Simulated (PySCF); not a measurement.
Compound: C4HF4PS.
Numbering: `[F:1][c:2]1[p:3][cH:4][s:5][c:6]1[C:7]([F:8])([F:9])[F:10]` (hydrogens: H11 on C4)

Geometry (PBE0-D3(BJ)/def2-SVP, Å), atoms numbered from 1 in this order:
```
atom  x, y, z in Å
F1    -0.3880    2.2271    0.1767
C2     0.3580    1.1371    0.0708
P3     2.1374    1.2538    0.0050
C4     2.2769   -0.4485   -0.1187
S5     0.8770   -1.4105   -0.1266
C6    -0.2230   -0.1029    0.0097
C7    -1.7014   -0.3583    0.0338
F8    -2.3048    0.1421   -1.0434
F9    -2.2761    0.1911    1.1004
F10   -1.9478   -1.6725    0.0644
H11    3.2270   -0.9833   -0.1919
```

Computed with PySCF at PBE0/pcSseg-1 and B3LYP/def2-SVPD, non-relativistic, on one gas-phase PBE0-D3(BJ)/def2-SVP geometry that isn't relaxed in the solvent. The solvent is an IEF-PCM continuum (van der Waals radii × 1.2). Only the electrostatic response of the medium enters.

Gas phase at PBE0/pcSseg-1: HOMO -7.74 eV, LUMO -2.14 eV, dipole 2.78 D.

Question: What does the continuum do to the energy, the frontier levels and the dipole at PBE0/pcSseg-1 in chloroform and acetone?

Answer: 
```json
{"solvent": "chloroform", "ε": "4.711", "E(solvent) − E(gas) (kcal/mol)": "-2.07", "polarisation term (kcal/mol)": "-2.31", "distortion of the solute (kcal/mol)": "0.24", "HOMO (eV)": "-7.54", "LUMO (eV)": "-1.92", "dipole (D)": "3.38"}
{"solvent": "acetone", "ε": "20.49", "E(solvent) − E(gas) (kcal/mol)": "-2.79", "polarisation term (kcal/mol)": "-3.24", "distortion of the solute (kcal/mol)": "0.45", "HOMO (eV)": "-7.49", "LUMO (eV)": "-1.87", "dipole (D)": "3.58"}
```

The polarisation term is half the interaction of the solute with the surface charges that it induces; the rest is the cost of distorting the solute's density. The sum is the electrostatic part of solvation alone. From chloroform to acetone the lowering changes by a factor 1.35, Onsager's factor (ε − 1)/(2ε + 1) by 1.30 and ε itself by 4.3.

Question: Which radius a makes the point-dipole formula ΔE = −[(ε − 1)/(2ε + 1)]·μ²/a³ give the value in acetone, with the gas-phase dipole?

Answer: μ = 1.093 au and |ΔE| = 0.00444 Eh give a = 2.65 Å; the farthest nucleus lies 3.38 Å from the centroid of the nuclei, so such a sphere wouldn't even hold the nuclei. The formula assumes a rigid point dipole at the centre of a sphere.

Question: Give the dipole vector in the frame of the coordinates (D, pointing from negative to positive charge), gas and acetone.

Answer: Gas (2.41, -1.38, -0.17), solvent (3.03, -1.91, -0.23). Its length changes by +29 % and its direction by 2°.

Question: Which Hirshfeld charges (PBE0/pcSseg-1) respond most in acetone (means over atoms taken as equivalent)?

Answer: 
```tsv
atoms	environment	gas (e)	solvent (e)	change
H11	aromatic hydrogen	+0.061	+0.076	+0.015
C4	aromatic CH next to a ring sulfur	-0.129	-0.117	+0.012
S5	thiophene-type sulfur	+0.151	+0.163	+0.012
P3	phosphorus bonded to 2 C	+0.083	+0.073	-0.010
F1	aryl fluorine	-0.064	-0.073	-0.009
F8/F9/F10	fluorine of a CF3 group	-0.089	-0.093	-0.004
C6	substituted aromatic carbon	-0.099	-0.103	-0.004
C2	aromatic C–F carbon	+0.015	+0.012	-0.003
```

Question: Which Mayer bond orders change most in acetone?

Answer: 
```json
{"bond": "F1–C2", "length (Å)": "1.325", "gas": "0.983", "solvent": "0.971", "change": "-0.012"}
{"bond": "C4–H11", "length (Å)": "1.093", "gas": "0.932", "solvent": "0.923", "change": "-0.009"}
{"bond": "C4–S5", "length (Å)": "1.699", "gas": "1.185", "solvent": "1.194", "change": "+0.009"}
{"bond": "S5–C6", "length (Å)": "1.714", "gas": "1.148", "solvent": "1.140", "change": "-0.008"}
{"bond": "C7–F9", "length (Å)": "1.330", "gas": "1.034", "solvent": "1.027", "change": "-0.007"}
{"bond": "C6–C7", "length (Å)": "1.501", "gas": "0.942", "solvent": "0.949", "change": "+0.007"}
{"bond": "C2–P3", "length (Å)": "1.784", "gas": "1.148", "solvent": "1.141", "change": "-0.007"}
{"bond": "C7–F8", "length (Å)": "1.332", "gas": "1.033", "solvent": "1.027", "change": "-0.006"}
```

Gas phase at B3LYP/def2-SVPD: HOMO -7.47 eV, LUMO -2.29 eV, dipole 2.88 D.

Question: What does the continuum do to the energy, the frontier levels and the dipole at B3LYP/def2-SVPD in acetone?

Answer: 
```csv
solvent,ε,E(solvent) − E(gas) (kcal/mol),polarisation term (kcal/mol),distortion of the solute (kcal/mol),HOMO (eV),LUMO (eV),dipole (D)
acetone,20.49,-2.81,-3.33,0.52,-7.20,-2.01,3.77
```

Question: How does the static polarisability (B3LYP/def2-SVPD, frozen core, with the continuum's full static response) change?

Answer: 
```
 medium  isotropic (au)  principal values (au)  ⟨r²⟩ of the electrons (bohr²)
    gas            89.8      61.0, 97.1, 111.4                         1681.2
acetone           125.8     84.8, 133.1, 159.5                         1680.9
```

The isotropic value in acetone is 1.40 times the gas-phase one; no cavity-field correction is applied. ⟨r²⟩ is taken about the centre of nuclear charge.
